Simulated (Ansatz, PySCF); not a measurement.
Breaking the Al1–H2 bond in C2H5Al (SMILES C=[CH][AlH2]) (multiplicity 1 held, fragments rigid). Energies count from the point at 1.582 Å.
Geometry at that point (charge 0, multiplicity 1):
```xyz
8

Al    -0.1364     0.1629     1.1626
H     -0.8151     1.5910     1.2176
H      0.1783    -0.6444     2.4857
C      0.2915    -0.5524    -0.5896
C      0.0180     0.1449    -1.6988
H      0.7594    -1.5259    -0.7301
H      0.2417    -0.2199    -2.6984
H     -0.4483     1.1257    -1.6579
```

Unrestricted levels (U-) break spin symmetry where that is lower. Active spaces are followed from a long bond inwards. Levels need not reach the same state.

Correlated levels freeze the cores. Rows in 3-21G, 6-31G* carry no dispersion term and start afresh at each structure (6-31G* with six Cartesian d functions). MP2/6-31G* freezes PySCF's default core.

Run with Ansatz (a first-principles code) with Gaussian orbitals; PySCF for 3-21G rows, 6-31G* rows. 

Other levels give for the energy at R = 5.063 Å: U-PBE/cc-pV(T+d)Z 83.12; U-B3LYP/cc-pV(T+d)Z 87.78; U-wB97X-V/cc-pV(T+d)Z 90.01; FIC-MRCISD+Q on CASSCF(2,2)/cc-pV(T+d)Z 88.03 kcal/mol.

Common cheap choices:

| level | energy at R = 5.063 Å (kcal/mol) |
|---|---|
| R-HF/3-21G | 161.50 |
| R-HF/6-31G* | 160.40 |
| U-HF/6-31G* | 68.98 |
| R-B3LYP/6-31G* | 120.23 |
| U-B3LYP/6-31G* | 87.44 |
| R-MP2/6-31G* | 113.29 |

Doubts at one or more of the structures used: a restricted determinant that unrestricted orbitals would lower (R-HF/3-21G, R-HF/6-31G*, R-B3LYP/6-31G*, R-MP2/6-31G*); a spin-contaminated determinant (U-HF/6-31G*, U-B3LYP/6-31G*, U-PBE/cc-pV(T+d)Z, U-B3LYP/cc-pV(T+d)Z, U-wB97X-V/cc-pV(T+d)Z).
